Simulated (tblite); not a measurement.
Give a GFN2-xTB geometry of `C=C[C@@]1(S(=O)(=O)O)[SiH2][C@@H]1C`.

```
atom  x, y, z in Å
C1    -1.687   -2.107   -0.132
C2    -1.515   -0.853    0.269
C3    -0.257   -0.139    0.397
S4    -0.514    1.601    0.476
O5    -1.697    1.909    1.227
O6     0.704    2.244    0.875
O7    -0.833    2.035   -1.058
Si8    1.232   -0.516    1.556
C9     1.041   -0.547   -0.316
C10    1.689    0.420   -1.280
H11   -2.666   -2.548   -0.180
H12   -0.865   -2.739   -0.424
H13   -2.368   -0.259    0.572
H14   -1.719    2.398   -1.115
H15    1.927    0.492    2.318
H16    1.038   -1.830    2.161
H17    0.934   -1.532   -0.769
H18    1.066    0.543   -2.165
H19    2.662    0.041   -1.591
H20    1.822    1.395   -0.824
```

Any rigid rotation of these coordinates is as good. Atoms count from 1 in this order. Si8 (SiH2 silicon) has angles from 47.6° to 125.9°. S4 (sulfonyl sulfur) is distorted tetrahedral (angles from 104.5° to 117.3°). The C–Si distances run from 1.883 Å (Si8–C9, drawn single) to 1.924 Å (C3–Si8, drawn single), a spread of 0.041 Å. The 4 C–C bonds span 1.328 Å (C1=C2, drawn double) to 1.536 Å (C3–C9, drawn single), a spread of 0.208 Å.

Bonds between heavy atoms (Å): C1=C2 1.328, C2–C3 1.453, C3–S4 1.761, S4=O5 1.434, S4=O6 1.434, S4–O7 1.626, C3–Si8 1.924, Si8–C9 1.883, C9–C10 1.511, C3–C9 1.536.

The geometry is computed with GFN2-xTB (gas phase).

Point group: C1 (no symmetry element, even within 0.4 Å). Its GFN2-xTB frequencies are all real (lowest 56 cm⁻¹). One conformer, not necessarily the lowest (C1–C2–C3–S4 163°, C2–C3–S4–O5 37°, C3–S4–O7–H 118°).

On one thread, Arm Neoverse N1 (aarch64), on a shared host, this took 2.7 s of wall time. That covers the optimisation of the geometry.
